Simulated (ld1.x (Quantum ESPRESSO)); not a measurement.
What one change does to a pseudopotential (Si, PAW)

ld1.x (Quantum ESPRESSO) 7.5 input, shortened:

```
&input
   title='Si', zed=14., rel=1, dft='BP', iswitch=3,
   config='[Ne] 3s2 3p0'
 /
 &inputp
   pseudotype=3, lpaw=.true., tm=.true., lloc=-1, rcloc=1.50,
   nlcc=.true., new_core_ps=.true., rcore=1.25,
   which_augfun='PSQ', rmatch_augfun_nc=.true.
 /
4
3S  1  0   2.00   0.00  1.20  1.65  0.0
3S  1  0   0.00   2.15  1.20  1.65  0.0
3P  2  1   0.00   0.00  1.80  2.10  0.0
3P  2  1   0.00  -0.55  1.80  2.10  0.0
 &test
   configts(1)='3s2 3p0'
 /
```

Change: core correction a·sin(br)/r model core, default radius (ld1.x builds one for every PAW set, though the input has nlcc=.false.).

Cutoffs: the cutoffs (Ry, on a coarse ladder) from which the occupation-weighted sum of valence levels, in a spherical-Bessel basis at the reference potential, stays within 10 and 1 mRy of its value at 400 Ry; they do not see the model core or the augmentation charge, which bear on the density cutoff. Errors are all-electron minus pseudo energies relative to the spin-unpolarised reference configuration.

How do hardness, ghosts and transferability respond?

The potential gets neither clearly harder nor softer (12 Ry and 18 Ry → 12 Ry and 18 Ry); of the 7 tests that both files solve, the error grows in 2 and shrinks in 2 by more than 15 % and 0.3 meV (median size 5.5 → 5.2 meV); neither file shows a bound ghost. A model core, the more so a compact one, raises the density cutoff, which this test does not measure.

```csv
quantity,base,changed
"cutoff, loose",12 Ry,12 Ry
"cutoff, tight",18 Ry,18 Ry
bound ghosts,none,none
"error for 3s2 3p2, meV [ΔE -23.94 eV]",-6.6,-5.3
"error for 3s2 3p1, meV [ΔE -16.10 eV]",-3.4,-3.3
"error for 3s1 3p0, meV [ΔE 34.12 eV]",-24,-22
"error for 3s2 3p2.3, meV [ΔE -24.90 eV]",-6.8,-5.2
"error for 3s1 3p2, meV [ΔE -8.66 eV]",-1.2,+5.7
"error for 3s2 3p1.5, meV [ΔE -20.97 eV]",-5.5,-4.7
"error for 3s1 3p3, meV [ΔE -17.12 eV]",-3.3,+5.1
s: phases at 2.29 bohr within 0.05 rad from the reference energy up to (Ry; the scan ends near 5),to the end of the scan,to the end of the scan
p: phases at 2.29 bohr within 0.05 rad from the reference energy up to (Ry; the scan ends near 5),3.3,3.0
lowest overlap eigenvalue by channel,"s 0.50, p 0.78","s 0.50, p 0.78"
```
